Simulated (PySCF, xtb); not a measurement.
C4H5FSi, SMILES C#C/C(F)=C/[SiH3].

xtb 6.7.1 with GFN2-xTB at its own geometry gives an orbital gap of 3.70 eV and a dipole moment of 1.86 D.

Coordinates come from a B3LYP-D3(BJ)/def2-SVP optimisation. The structure was generated by enumeration; whether it is a known compound was not checked.

### Question
What does PBE0/def2-TZVP run with PySCF give? (The exact figures need the calculation; the answer reports its results.)

### Answer
gap 5.82 eV (levels -7.43 and -1.61 eV), dipole 1.76 D.
